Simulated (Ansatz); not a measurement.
One geometry of MgAg₆⁺, several levels of theory.

```yaml
crystal:
  periodic: [false, false, false]
  atoms:
    - {symbol: Mg, position_ang: [0.944548, -3.536188, 2.349035]}
    - {symbol: Ag, position_ang: [1.897838, 2.039544, -1.187623]}
    - {symbol: Ag, position_ang: [-0.870073, 2.270660, -1.447702]}
    - {symbol: Ag, position_ang: [0.215103, 1.111804, 0.870068]}
    - {symbol: Ag, position_ang: [0.419961, -0.322393, -1.364458]}
    - {symbol: Ag, position_ang: [-0.396806, -1.667517, 0.980721]}
    - {symbol: Ag, position_ang: [-2.210570, 0.104100, -0.200051]}
basis:
  gaussian: {orbitals: def2-TZVP, initial_orbitals: start.molden}
total_charge: 1
magnetization: {spin_polarized: true, initial_magnetization: 1}
hamiltonian: {xc: pbe0, dispersion: d4}
scf: {omitted_lower_state_checks: [starts]}
output: {orbitals: {seedname: orbitals}}
```

The file start.molden holds the orbitals of an earlier run on this structure, at another level or in another basis.

```sh
$ ansatz run in.yaml --threads 4 --pin off --events-out ev --progress --plain --max-ram 4787MiB
```

It prints (some lines left out):

```
Functional definition: PBE0
2620 factors; integrals over basis functions are off by at most 3.1e-4 eV
mean field evaluation 1: about -29436.9262 eV, gradient 3.6e1 eV
mean field evaluation 2: about -29437.7893 eV, gradient 1.4e0 eV
mean field evaluation 4: about -29438.2286 eV, gradient 6.4e-1 eV
mean field evaluation 8: about -29438.2344 eV, gradient 2.2e-4 eV
mean field -29438.23438018 eV, -1081.8351595198 hartree, gradient 2.2e-5 eV, S^2 0.770962; 0 other end points of the search recorded, 0 dependent functions left out
reference -29438.23442685 eV, -1081.8351612349 hartree; 63, 62 occupied and 209, 210 virtual orbitals, 2620 factors
Total energy: -29438.76740480 eV, -1081.8547478133 hartree
Checks for a lower state left out: starts
```

It took 29 s on 4 threads of Arm Neoverse V1 on a shared host, peak host memory 1.8 GiB.

The first input with `hamiltonian: {xc: {name: B97M-V}}` (abridged; 65 s):

```
Functional definition: B97M-V
mean field -29440.03741172 eV, -1081.9014197066 hartree, gradient 2.3e-5 eV, S^2 0.758846
Total energy: -29440.03749979 eV, -1081.9014229433 hartree
Checks for a lower state left out: starts
```

First input, but with `gaussian: {orbitals: def2-SVP, initial_orbitals: start.molden}` (abridged; 23 s):

```
Functional definition: PBE0
mean field -29430.22736321 eV, -1081.5409070735 hartree, gradient 1.4e-5 eV, S^2 0.769853
Total energy: -29430.76039007 eV, -1081.5604954491 hartree
Checks for a lower state left out: starts
```

As the first input, with `hamiltonian: {xc: pbe}`, `correlation: {method: rpa}` and without the key `output` (abridged; 52 s):

```
Functional definition: PBE
mean field -29441.27027099 eV, -1081.9467264493 hartree, gradient 2.9e-6 eV, S^2 0.757667
1 core orbitals not correlated: weight in the atoms' cores, before any rotation towards them, 1.000 or more for the frozen orbitals, at most 0.000 for the correlated occupied ones
Total energy: -29392.54215660 eV, -1080.1560012745 hartree
Checks for a lower state left out: starts
```

As the first input, with `hamiltonian: {xc: pbe, dispersion: d4}`, `output: {forces: true, orbitals: {seedname: orbitals}}` (abridged; 17 s):

```
Functional definition: PBE
mean field -29441.27027564 eV, -1081.9467266199 hartree, gradient 1.3e-5 eV, S^2 0.757667
Total energy: -29441.88159320 eV, -1081.9691921259 hartree
Atom 0 force    -0.024391     0.035333    -0.024060 eV/Å
Atom 1 force    -0.044995    -0.025598     0.016150 eV/Å
Atom 2 force     0.033848    -0.052755     0.029355 eV/Å
Atom 3 force    -0.019224    -0.010539    -0.049345 eV/Å
Atom 4 force    -0.035212     0.044093     0.029915 eV/Å
Atom 5 force     0.030478    -0.005144     0.004227 eV/Å
Atom 6 force     0.059496     0.014611    -0.006240 eV/Å
Dipole moment:     0.519580    -1.150103     0.795479 e Å
Checks for a lower state left out: starts
```

The first input with `hamiltonian: {xc: {name: LC-wPBE}}` (abridged; 64 s):

```
Functional definition: LC-wPBE
mean field -29441.97970942 eV, -1081.9727978305 hartree, gradient 3.0e-5 eV, S^2 0.833302
Total energy: -29441.97970943 eV, -1081.9727978309 hartree
Checks for a lower state left out: starts
```

As the first input, with `hamiltonian: {xc: {name: BHLYP}, dispersion: d4}` (abridged; 29 s):

```
Functional definition: BHLYP
mean field -29425.43758396 eV, -1081.3648859326 hartree, gradient 1.1e-5 eV, S^2 0.772761
Total energy: -29426.59234234 eV, -1081.4073225201 hartree
Checks for a lower state left out: starts
```

Geometry: PBE-D4/def2-SVP.

In the def2 sets Ag takes a core potential; there is no spin–orbit coupling. LC-ωPBE has ω = 0.4 bohr⁻¹. Correlated methods freeze 1 core orbital; core or outer-core shells of Mg, Ag are correlated, in sets that lack core-valence functions. At LC-ωPBE/def2-TZVP the charge 1 doublet is spin-contaminated (final ⟨S²⟩ up to 0.83, 0.75 for a pure state). No other spin state of charge 1 was run. Another isomer (doublet) lies 0.96 eV lower at PBE0-D4/def2-TZVP; other spin states weren't run for this one.
